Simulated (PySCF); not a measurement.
W(O)(S)(OH)(SH) (H2O2S2W), SMILES [O]=[W]([OH])(=[S])[SH], multiplicity 1.

The structure is a stationary point at B3LYP-D3(BJ)/def2-SVP. The multiplicity is an assumed one; no other spin state was optimised. The structure was generated by enumeration; whether it is a known compound was not checked. The def2 effective core potentials stand for the cores of W; spin–orbit coupling is left out. Other conformers were not sampled.

Two levels are set side by side: PBE/def2-TZVP (PySCF) and r2SCAN/def2-TZVP (PySCF). Same geometry, gas phase. Differences are taken from unrounded values.

```csv
quantity,r2SCAN,PBE,PBE minus r2SCAN
orbital gap (eV),3.41,3.10,-0.32
highest occupied level (eV),-6.99,-6.68,0.31
lowest empty level (eV),-3.58,-3.59,-0.01
dipole moment (D),2.91,2.82,-0.09
mean polarisability (bohr³),85.5,86.9,1.4
```

Rough cost on one machine, each run with all the roots and properties that it gave: r2SCAN against PBE about 3 times.
